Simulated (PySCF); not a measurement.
C5H5, SMILES [CH]1C=CC=C1, multiplicity 2.

The structure is a stationary point at PBE0-D3(BJ)/def2-SVP. The isomer is the one that the SMILES or the coordinates give; other isomers of the formula were not compared.

All values below come from CAM-B3LYP/def2-TZVP in PySCF.

Isolated molecule, no solvent.

| Quantity | Result |
|---|---|
| total energy | -193.41759 hartree |
| point group | Cs |
| α spin, highest occupied and lowest empty level | -7.64 and 2.48 eV |
| β spin, highest occupied and lowest empty level | -7.54 and -2.24 eV |
| dipole moment | 0.04 D |
| quadrupole, principal values (traceless, Buckingham form, about the centre of nuclear charge) | -6.76, 1.76, 5.00 D·Å |
| mean static polarisability | 52.6 bohr³ (7.80 Å³) |
| polarisability, principal values | 33.3, 59.4, 65.1 bohr³ |
| ⟨S²⟩ | 0.776 (pure state 0.75) |
